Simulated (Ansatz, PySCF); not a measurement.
This Ansatz (a first-principles code) input computes a BLYP/def2-TZVPD energy:

Ansatz 0.2 input:
```yaml
crystal:
  periodic: [false, false, false]
  atoms:
    - {symbol: Be, position_ang: [-0.00000000, -0.00000000, -1.39842396]}
    - {symbol: Cl, position_ang: [0.00000000, 0.00000000, 0.32904093]}
basis:
  gaussian:
    orbitals: def2-TZVPD
hamiltonian:
  xc: {name: BLYP}
total_charge: 1
output: {forces: true}
```

Question: Write an input for the same energy in PySCF and say what it gives.

Answer: 
```python
from pyscf import gto, scf, dft

mol = gto.M(
    atom='''
    Be   -0.00000000   -0.00000000   -1.39842396
    Cl    0.00000000    0.00000000    0.32904093
    ''',
    basis='def2-tzvpd',
    charge=1,
    spin=0,
    verbose=4,
)

mf = dft.RKS(mol, xc='blyp').density_fit(auxbasis='def2-universal-jkfit')
mf.grids.level = 3
mf.conv_tol = 1e-9
mf.max_cycle = 100
mf.max_memory = 1500
mf.kernel()
if not mf.converged:
    mf = mf.newton()
    mf.kernel(mf.make_rdm1())
mf.analyze()
```
It gives -474.64230 Eh, and Ansatz -474.64228 Eh, a difference of 0.02 mEh, from the treatment of integrals and grids.
